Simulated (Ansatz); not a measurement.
The same molecule with X = Mg, Zn, Cd. Ansatz, PBE0-D4/def2-TZVP geometries, multiplicity 1. Each molecule was computed in one conformer, which needn't be the lowest.

Elements past krypton have def2 core potentials. Scalar relativity is left out up to krypton.

| X | molecule | mean X–N bond length / Å | mean X–O bond length / Å | LUMO energy (B3LYP/def2-TZVPP) / eV | LUMO energy (PBE/def2-TZVPP) / eV | HOMO energy (PBE0/def2-TZVPP) / eV |
| --- | --- | --- | --- | --- | --- | --- |
| Zn | `[NH2][Zn][O][SiH3]` | 1.808 | 1.762 | -1.24 | -1.79 | -7.34 |
| Cd | `[NH2][Cd][O][SiH3]` | 1.998 | 1.960 | -1.60 | -2.17 | -7.41 |

Q: Give the row for X = Mg, `[NH2][Mg][O][SiH3]`. (Best estimate.)

A: The calculation gave: 
| X | molecule | mean X–N bond length / Å | mean X–O bond length / Å | LUMO energy (B3LYP/def2-TZVPP) / eV | LUMO energy (PBE/def2-TZVPP) / eV | HOMO energy (PBE0/def2-TZVPP) / eV |
| --- | --- | --- | --- | --- | --- | --- |
| Mg | `[NH2][Mg][O][SiH3]` | 1.877 | 1.794 | -1.50 | -1.94 | -6.57 |

From Mg to Cd the mean X–N bond length isn't monotonic: highest at Cd, lowest at Zn; the mean X–O bond length isn't monotonic: highest at Cd, lowest at Zn; the LUMO energy (B3LYP/def2-TZVPP) isn't monotonic: highest at Zn, lowest at Cd; the LUMO energy (PBE/def2-TZVPP) isn't monotonic: highest at Zn, lowest at Cd; the HOMO energy (PBE0/def2-TZVPP) falls at each step, by 0.84 eV in all. Bonds lengthen as the atom grows down the group.

B3LYP here is the variant with VWN-RPA as its local correlation; programs differ in this.
